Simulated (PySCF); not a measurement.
TaF5, SMILES [F][Ta]([F])([F])([F])[F], multiplicity 1. Coordinates come from a r2SCAN-D4/def2-SVP optimisation. The multiplicity is an assumed one; other spin states were not compared. The isomer is the one that the SMILES or the coordinates give; other isomers of the formula were not compared. The def2 effective core potentials stand for the cores of Ta; spin–orbit coupling is left out.

Calculation: r2SCAN-D4/def2-SVP run with PySCF.

Harmonic wavenumbers (cm⁻¹): 99, 99, 196, 196, 239, 279, 279, 671, 690, 725, 725, 735. Rotational constants (GHz): 2.565, 2.161, 2.161; symmetry number 6.

Q: Work out the zero-point energy and the ideal-gas rigid-rotor harmonic-oscillator thermochemistry at 298.15 K and 1 atm.

A: ZPE = ½ Σ hcν = ½ × 4932 cm⁻¹ = 29.50 kJ/mol. H − E(el) = 51.36 kJ/mol. Entropy in J/(mol K): translation 178.84, rotation 100.94, vibration 73.89, total 353.67. G − E(el) = -54.09 kJ/mol. Cp = 103.80 J/(mol K). Modes under 150 cm⁻¹ make the vibrational entropy uncertain.
